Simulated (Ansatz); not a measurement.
BNH₃ClF₂, singlet: a nudged elastic band.

in.yaml

```yaml
crystal:
  periodic: [false, false, false]
  atoms:
    - {symbol: B, position_ang: [-0.179041, 0.471428, -0.635863]}
    - {symbol: Cl, position_ang: [1.270410, 0.104490, -1.721749]}
    - {symbol: F, position_ang: [-1.362628, 0.026030, -1.143630]}
    - {symbol: F, position_ang: [-0.206425, 1.757297, -0.185434]}
    - {symbol: H, position_ang: [0.124191, -1.426681, 0.455543]}
    - {symbol: N, position_ang: [0.077175, -0.444640, 0.710252]}
    - {symbol: H, position_ang: [-0.679797, -0.307502, 1.375814]}
    - {symbol: H, position_ang: [0.956215, -0.180522, 1.145068]}
basis:
  gaussian: {orbitals: def2-SVP}
hamiltonian: {xc: pbe0, dispersion: d4}
neb:
  images: 5
  climbing: true
  max_iterations: 30
  initial_path: idpp
  spring: 500.0
  final_atoms:
    - {symbol: B, position_ang: [-0.743153, 0.908020, -0.006673]}
    - {symbol: Cl, position_ang: [1.907162, -1.601019, -1.492295]}
    - {symbol: F, position_ang: [-1.860415, 0.724931, -0.691583]}
    - {symbol: F, position_ang: [-0.179889, 2.105228, -0.024675]}
    - {symbol: H, position_ang: [1.087301, -0.988112, -0.694610]}
    - {symbol: N, position_ang: [-0.145871, -0.157256, 0.693046]}
    - {symbol: H, position_ang: [-0.656365, -1.008343, 0.860826]}
    - {symbol: H, position_ang: [0.591331, 0.016451, 1.355965]}
```

Command:

```bash
ansatz run in.yaml --threads 4 --pin off --events-out ev --progress --plain --max-ram 9574MiB
```

The run's output (Ansatz 0.2.0):

```
Functional definition: PBE0
  name "PBE0"
  cite "Adamo & Barone, J. Chem. Phys. 110, 6158 (1999) doi:10.1063/1.478522"
  cite "Perdew, Burke & Ernzerhof, Phys. Rev. Lett. 77, 3865 (1996) doi:10.1103/PhysRevLett.77.3865"
  parent pbe
  parameter a = 0.25
  parameter kappa = 0.804
  parameter beta = 0.06672455060314922
  exchange = (1 - a)*pbe_x(kappa = kappa, mu = beta*pi^2/3) + a*exact_x
  correlation = pbe_c(beta = beta)
937 factors; integrals over basis functions are off by at most 4.2e-4 eV
mean field evaluation 1: about -20151.2367 eV, gradient 4.9e1 eV
mean field evaluation 2: about -20149.7369 eV, gradient 5.8e1 eV
mean field evaluation 4: about -20155.3310 eV, gradient 1.1e0 eV
mean field evaluation 8: about -20155.4009 eV, gradient 6.2e-2 eV
mean field -20155.40092215 eV, -740.6973220675 hartree, gradient 2.2e-5 eV, S^2 0.000000; 0 other end points of the search recorded, 0 dependent functions left out
the calculation of the forces begins
reference -20155.40094250 eV, -740.6973228155 hartree; 25, 25 occupied and 64, 64 virtual orbitals, 937 factors
938 factors; integrals over basis functions are off by at most 8.4e-4 eV
mean field evaluation 16: about -20149.9001 eV, gradient 5.2e1 eV
mean field evaluation 32: about -20154.7314 eV, gradient 1.3e-5 eV
mean field -20154.73142901 eV, -740.6727186484 hartree, gradient 1.3e-5 eV, S^2 0.000000; 0 other end points of the search recorded, 0 dependent functions left out
the calculation of the forces begins
reference -20154.73145100 eV, -740.6727194568 hartree; 25, 25 occupied and 64, 64 virtual orbitals, 938 factors
WARN: NEB end point (image 0): max|allowed force component| = 2.374e-1 eV/Å (the criterion of neb.relax_end_points is 1.000e-2). That is over neb.f_tol: it is no minimum, so the barrier can be far off. Relax it first
WARN: NEB end point (image 6): max|allowed force component| = 2.623e-1 eV/Å (the criterion of neb.relax_end_points is 1.000e-2). That is over neb.f_tol: it is no minimum, so the barrier can be far off. Relax it first
937 factors; integrals over basis functions are off by at most 7.4e-4 eV
mean field -20154.40245244 eV, -740.6606289827 hartree, gradient 7.5e-5 eV, S^2 0.000000; 0 other end points of the search recorded, 0 dependent functions left out
the calculation of the forces begins
reference -20154.40247370 eV, -740.6606297638 hartree; 25, 25 occupied and 64, 64 virtual orbitals, 937 factors
937 factors; integrals over basis functions are off by at most 8.1e-4 eV
mean field evaluation 64: about -20152.8727 eV, gradient 3.7e-5 eV
mean field -20152.87274525 eV, -740.6044132802 hartree, gradient 3.7e-5 eV, S^2 0.000000; 0 other end points of the search recorded, 0 dependent functions left out
the calculation of the forces begins
reference -20152.87276676 eV, -740.6044140706 hartree; 25, 25 occupied and 64, 64 virtual orbitals, 937 factors
937 factors; integrals over basis functions are off by at most 6.3e-4 eV
mean field -20152.24141446 eV, -740.5812123017 hartree, gradient 4.7e-5 eV, S^2 0.000000; 0 other end points of the search recorded, 0 dependent functions left out
the calculation of the forces begins
reference -20152.24143573 eV, -740.5812130833 hartree; 25, 25 occupied and 64, 64 virtual orbitals, 937 factors
939 factors; integrals over basis functions are off by at most 6.8e-4 eV
mean field evaluation 96: about -20152.9315 eV, gradient 3.1e-5 eV
mean field -20152.93153842 eV, -740.6065738893 hartree, gradient 3.2e-5 eV, S^2 0.000000; 0 other end points of the search recorded, 0 dependent functions left out
the calculation of the forces begins
reference -20152.93155975 eV, -740.6065746732 hartree; 25, 25 occupied and 64, 64 virtual orbitals, 939 factors
941 factors; integrals over basis functions are off by at most 6.3e-4 eV
mean field -20154.11053431 eV, -740.6499011891 hartree, gradient 1.8e-5 eV, S^2 0.000000; 0 other end points of the search recorded, 0 dependent functions left out
the calculation of the forces begins
reference -20154.11055589 eV, -740.6499019822 hartree; 25, 25 occupied and 64, 64 virtual orbitals, 941 factors
NEB iter   1: max|band force component| = 4.792e0 eV/Å  barrier→ = 3.1612 eV  barrier← = 2.4700 eV  Δτ_max = 0.2000 Å  (183 SCF iters)
NEB iter   2: max|band force component| = 2.642e0 eV/Å  barrier→ = 1.7949 eV  barrier← = 1.1037 eV  Δτ_max = 0.2000 Å  (159 SCF iters)
NEB iter   3: max|band force component| = 4.275e0 eV/Å  barrier→ = 1.5811 eV  barrier← = 0.8899 eV  Δτ_max = 0.0984 Å  (144 SCF iters)
NEB iter   4: max|band force component| = 9.155e-1 eV/Å  barrier→ = 1.3552 eV  barrier← = 0.6640 eV  Δτ_max = 0.0898 Å  (144 SCF iters)
NEB iter   5: max|band force component| = 5.928e-1 eV/Å  barrier→ = 1.2736 eV  barrier← = 0.5824 eV  Δτ_max = 0.1773 Å  (145 SCF iters)
NEB iter   6: max|band force component| = 9.224e-1 eV/Å  barrier→ = 1.2241 eV  barrier← = 0.5329 eV  Δτ_max = 0.0603 Å  (142 SCF iters)
NEB iter   7: max|band force component| = 3.034e-1 eV/Å  barrier→ = 1.2078 eV  barrier← = 0.5166 eV  CI = image 3  Δτ_max = 0.0504 Å  (146 SCF iters)
NEB iter   8: max|band force component| = 2.130e-1 eV/Å  barrier→ = 1.2020 eV  barrier← = 0.5108 eV  CI = image 3  Δτ_max = 0.0847 Å  (148 SCF iters)
NEB iter   9: max|band force component| = 3.233e-1 eV/Å  barrier→ = 1.1988 eV  barrier← = 0.5076 eV  CI = image 3  Δτ_max = 0.0427 Å  (147 SCF iters)
NEB iter  10: max|band force component| = 1.171e-1 eV/Å  barrier→ = 1.1900 eV  barrier← = 0.4989 eV  CI = image 3  Δτ_max = 0.0227 Å  (148 SCF iters)
NEB iter  11: max|band force component| = 2.341e-1 eV/Å  barrier→ = 1.1889 eV  barrier← = 0.4977 eV  CI = image 3  Δτ_max = 0.0115 Å  (128 SCF iters)
NEB iter  12: max|band force component| = 3.881e-2 eV/Å  barrier→ = 1.1877 eV  barrier← = 0.4965 eV  CI = image 3  Δτ_max = 0.0000 Å  (1023 SCF iters)
Total energy: -20154.33511980 eV, -740.6581545538 hartree
Atom 0 at    -0.402987     0.572946    -0.377819 Å, force    -0.030254     0.019132    -0.000632 eV/Å
Atom 1 at     1.139407    -0.895509    -1.586071 Å, force     0.013252    -0.013887    -0.021718 eV/Å
Atom 2 at    -1.571704     0.294183    -0.922628 Å, force     0.013644    -0.007776     0.007023 eV/Å
Atom 3 at     0.140663     1.765674    -0.523872 Å, force     0.011071    -0.005699     0.004362 eV/Å
Atom 4 at     0.776548    -0.884906    -0.097532 Å, force    -0.005790     0.008277     0.019965 eV/Å
Atom 5 at     0.036097    -0.257717     0.793345 Å, force    -0.019792     0.019470     0.001589 eV/Å
Atom 6 at    -0.690962    -0.834141     1.213008 Å, force     0.007480    -0.013450    -0.005523 eV/Å
Atom 7 at     0.573038     0.239369     1.501569 Å, force     0.010389    -0.006067    -0.005065 eV/Å
Dipole moment:    -0.197998    -0.057555     1.064258 e Å

[the SCF lines of later steps are left out]
```

The run took about 76 s on 4 CPU threads of an Arm Neoverse V2 (shared host).


The run ended normally. The spring constant of 500 eV/Å² is a hundred times the default.